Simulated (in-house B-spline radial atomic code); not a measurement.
## LDA exchange-only excitations of Ti⁴⁺

Method: LDA exchange-only. Computed with a B-spline radial code for spherical atoms: linear response of the closed shell [Ne] 3s2 3p6 with the functional's adiabatic kernel; scalar-relativistic (spin-free one-electron X2C), finite nucleus, no spin-orbit coupling, no double excitations, S, P, D and F terms only. Only terms of natural parity with L up to 3 were computed.

Command:
```bash
python run_td.py task.json out
```
Settings (radii: box in bohr, nucleus in fm):
```
Z                        22
electrons                18
configuration            [Ne] 3s2 3p6
hamiltonian              x2c
method                   lda,
box_radius               19.1
rms_radius               3.5921
intervals                72
```

Cost of the run: 0.7 s on 1 thread of Arm Neoverse N1, on a shared host.

The lowest states, in the order of their Tamm-Dancoff energies; the method's threshold (minus the highest occupied level) is 87.56 eV. Labels give the largest channel, * marks a mixed state, and oscillator strengths are full-response dipole values. Semilocal kernels can invert the small singlet-triplet splittings of Rydberg terms. Energies in eV:

| state | full response | Tamm-Dancoff | oscillator strength |
| --- | --- | --- | --- |
| 3p → 3d 3P | 33.76 | 33.90 | - |
| 3p → 3d 3F | 34.78 | 34.88 | - |
| 3p → 3d 1F | 37.93 | 37.97 | - |
| 3p → 3d 1P | 48.42 | 50.33 | 4.34 |
| 3p → 4s 3P | 50.96 | 50.97 | - |
| 3p → 4s 1P | 51.83 | 52.11 | 0.0591 |
| 3p → 4p 3S | 56.60 | 56.63 | - |
| 3p → 4p 3D | ? | ? | - |
| 3p → 4p 1D | ? | ? | - |
| 3s → 3d 3D | 59.40 | 59.44 | - |
| 3p → 4p 1S | 60.32 | 60.53 | - |
| 3s → 3d 1D | 63.29 | 63.42 | - |
| 3p → 4d 3P | 66.43 | 66.44 | - |
| 3p → 4d 3F | 66.62 | 66.63 | - |
| 3p → 4d 1F | 66.92 | 66.92 | - |
| 3p → 4d 1P | 67.82 | 68.07 | 0.0061 |

Task: Where does 3p → 4p 3D lie?

Result: At 57.35 eV in full response, 57.36 eV in Tamm-Dancoff.

Task: Where does 3p → 4p 1D lie?

Result: At 57.85 eV in full response, 57.85 eV in Tamm-Dancoff.

Task: How large is the singlet-triplet splitting of 3p → 3d (F terms) in Tamm-Dancoff?

Result: 3.09 eV, from the unrounded values.

Task: What polarisabilities and dispersion coefficient does the method give?

Result: Dipole 1.509 bohr³, quadrupole 2.015 bohr⁵, C6 3.294 hartree·bohr⁶ for two such species.
